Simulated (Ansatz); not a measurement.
# Swapping NH2 for OH on Y: the HOMO–LUMO gap

Gas-phase molecules. On one Y centre, n of the NH2 ligands are replaced by OH. The HOMO–LUMO gap y in eV at wB97X-V/def2-TZVPP. Shapes: PBE0-D4/def2-TZVP. Flexible molecules stand in one conformer, not always the lowest. Programs: Ansatz 0.2.0.

| molecule | n | y (eV) |
| --- | --- | --- |
| Y(NH2)3 | 0 | 9.26 |
| Y(NH2)2(OH) | 1 | ? |
| Y(NH2)(OH)2 | 2 | 9.31 |
| Y(OH)3 | 3 | 10.80 |

Task: Fit y = c + s·n to the known rows and predict Y(NH2)2(OH).

Result: 
1. Means of the 3 rows: n = 1.66667, y = 9.790.
2. Σ(Δn)² = 4.6667, Σ(Δn·Δy) = 2.07, so the slope is 2.07/4.6667 = 0.44357.
3. Intercept: 9.790 − (0.44357) × 1.66667 = 9.051. The largest residual of the fit is 0.63.
4. Y(NH2)2(OH): 9.051 + (0.44357) × 1 = 9.49 eV.

The run gave 9.31 eV, so the prediction is off by +0.18 eV, within the largest residual. The steps per swap are uneven (+0.05, 0.00, +1.49), so a line is a poor model. Other levels give for Y(NH2)2(OH): PBE-D4/def2-TZVPP 3.17; r2SCAN0-D4/def2-TZVPP 5.67; wB97M-V/def2-TZVPP 8.81 eV. Orbital gaps aren't excitation energies, and the LUMO depends on the basis. For atoms past krypton def2 sets carry core potentials with scalar relativity.
